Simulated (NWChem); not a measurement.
C$_{5}$H$_{3}$N; SMILES C#C/C=C/C#N

```xyz
9

C     -0.1180    -3.0366     0.0000
C      0.1262    -1.8341     0.0000
C      0.4538    -0.4578     0.0000
C     -0.4711     0.5478     0.0000
C     -0.1125     1.9246     0.0000
N      0.1590     3.0687     0.0000
H     -0.3428    -4.0946     0.0000
H      1.5271    -0.1965     0.0000
H     -1.5486     0.3134     0.0000
```
Atoms are numbered in this order, from 1.

Level: PBE-D3(BJ)/def2-SVP (NWChem), optimised geometry, unscaled harmonic frequencies. 

### Question
List the harmonic frequencies with IR intensities, and the thermochemistry.

### Answer
| frequency (cm⁻¹) | IR intensity (km/mol) |
|---|---|
| 120 | 1.1 |
| 127 | 1.7 |
| 241 | 4.9 |
| 365 | 8.1 |
| 499 | 5.7 |
| 525 | 0.0 |
| 540 | 0.0 |
| 647 | 32.8 |
| 654 | 38.8 |
| 825 | 3.9 |
| 926 | 37.2 |
| 1006 | 0.2 |
| 1043 | 10.2 |
| 1222 | 0.9 |
| 1254 | 0.3 |
| 1613 | 14.4 |
| 2145 | 11.0 |
| 2261 | 13.0 |
| 3088 | 1.4 |
| 3114 | 2.2 |
| 3403 | 95.1 |

```
Quantity                                                                           Result
-----------------------------------------------------------------------  ----------------
zero-point energy                                                           36.6 kcal/mol
thermal correction to the enthalpy at 298.15 K (with zero-point energy)     41.1 kcal/mol
heat capacity Cv                                                         20.8 cal/(mol K)
entropy at 298.15 K and 1 atm (symmetry number 1)                        76.7 cal/(mol K)
dipole moment                                                                      3.92 D
```

Rigid rotor and harmonic oscillator.
